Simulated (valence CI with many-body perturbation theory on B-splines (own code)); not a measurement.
Bi⁶⁹⁺: calculated level list

Calculated by configuration interaction combined with many-body perturbation theory (CI+MBPT): four valence electrons over a frozen Dirac-Fock core [Ne], radial functions for each j: 11 s, 11 p, 9 d, 7 f, 5 g, 2 h, 1 i, with the one-electron correlation potential Σ1, the two-electron term Σ2, the three-electron term Σ3, Breit, model QED; selected CI, second order for the rest (own B-spline code, finite nucleus).

The last digits are not significant, and no measured levels were compared; by estimate large intervals hold to a few tenths of a per cent, small ones and those within an open d or f shell to about a per cent.

Levels 46 to 73 of 73, with energies above the lowest level, (3s^2 3p1/2^2) J=0. "Leading %" is the weight of the configuration and term that name the level; weights of strongly mixed levels are sums over their largest components and can fall short. In the jj column 3d3/2^4 stands for four electrons in 3d with j = 3/2.

```tsv
No.	Configuration	Term	J	E (Ry)	Leading %	g	Second component	Leading jj
46	3s.3p2.3d	5D	4	132.39	46	1.376	35 % 3s.3p2.3d 5F	3s 3p1/2 3p3/2 3d5/2 (99 %)
47	3s2.3d2	3F	2	132.96	45	0.839	17 % 3s2.3d2 1D	3s^2 3d3/2^2 (64 %)
48	3s.3p2.3d	3P	2	134.19	34	1.348	16 % 3s.3p2.3d 5D	3s 3p1/2 3p3/2 3d5/2 (96 %)
49	3s.3p2.3d	3G	5	134.34	62	1.258	38 % 3s.3p2.3d 5F	3s 3p1/2 3p3/2 3d5/2 (100 %)
50	3s.3p2.3d	3F	3	134.98	41	1.288	28 % 3s.3p2.3d 5P	3s 3p1/2 3p3/2 3d5/2 (97 %)
51	3s2.3d2	3P	0	135.12	46		25 % 3s.3p2.3d 3P	3s^2 3d3/2^2 (69 %)
52	3s.3p2.3d	3D	3	135.88	62	1.283	11 % 3s.3p2.3d 5D	3s 3p1/2 3p3/2 3d5/2 (97 %)
53	3s.3p2.3d	3P	1	135.98	36	1.161	28 % 3s.3p2.3d 3D	3s 3p1/2 3p3/2 3d5/2 (96 %)
54	3s.3p2.3d	3F	4	136.20	42	1.168	33 % 3s.3p2.3d 1G	3s 3p1/2 3p3/2 3d5/2 (94 %)
55	3s.3p2.3d	1D	2	136.52	34	1.110	14 % 3s.3p2.3d 3F	3s 3p1/2 3p3/2 3d5/2 (92 %)
56	3s.3p2.3d	3D	3	137.14	36	1.187	22 % 3s.3p2.3d 3F	3s 3p1/2 3p3/2 3d5/2 (90 %)
57	3s.3p2.3d	3F	4	137.39	48	1.145	28 % 3s.3p2.3d 3G	3s 3p1/2 3p3/2 3d5/2 (88 %)
58	3s.3p2.3d	3D	1	137.60	37	0.953	23 % 3s.3p2.3d 1P	3s 3p1/2 3p3/2 3d5/2 (90 %)
59	3s.3p2.3d	3S	1	138.64	27	1.305	26 % 3s.3p2.3d 3P	3s 3p1/2 3p3/2 3d5/2 (91 %)
60	3s.3p2.3d	1F	3	138.74	37	1.090	30 % 3s.3p2.3d 3F	3s 3p1/2 3p3/2 3d5/2 (85 %)
61	3s.3p2.3d	3D	2	138.78	18	1.168	16 % 3s.3p2.3d 1D	3s 3p1/2 3p3/2 3d5/2 (79 %)
62	3s.3p2.3d	3P	0	138.89	49		41 % 3s.3p2.3d 1S	3s 3p1/2 3p3/2 3d5/2 (89 %)
63	3s.3p2.3d	3D	2	139.52	33	1.166	27 % 3s.3p2.3d 3P	3s 3p1/2 3p3/2 3d5/2 (97 %)
64	3p3.3d	3D°	2	140.56	14	0.883	14 % 3s.3p.3d2 5G°	3p1/2^2 3p3/2 3d3/2 (59 %)
65	3p3.3d	3P°	0	141.76	51		19 % 3p3.3d 5D°	3p1/2^2 3p3/2 3d3/2 (79 %)
66	3s2.3d2	3F	3	142.18	74	1.072	9 % 3s.3p2.3d 3F	3s^2 3d3/2 3d5/2 (74 %)
67	3p3.3d	3F°	3	142.26	22	1.041	18 % 3p3.3d 3G°	3p1/2^2 3p3/2 3d3/2 (78 %)
68	3p3.3d	3D°	1	142.30	32	1.057	24 % 3p3.3d 3P°	3p1/2^2 3p3/2 3d3/2 (89 %)
69	3s.3p.3d2	5G°	2	142.53	42	0.650	21 % 3s.3p.3d2 3F°	3s 3p1/2 3d3/2^2 (70 %)
70	3s2.3d2	1G	4	143.01	63	1.060	23 % 3s2.3d2 3F	3s^2 3d3/2 3d5/2 (85 %)
71	3s2.3d2	3P	2	143.07	39	1.165	21 % 3s2.3d2 1D	3s^2 3d3/2 3d5/2 (77 %)
72	3s2.3d2	3P	1	143.44	81	1.472	7 % 3s.3p2.3d 3P	3s^2 3d3/2 3d5/2 (81 %)
73	3s.3p.3d2	5G°	3	143.86	21	0.996	17 % 3s.3p.3d2 3F°	3s 3p1/2 3d3/2^2 (79 %)
```
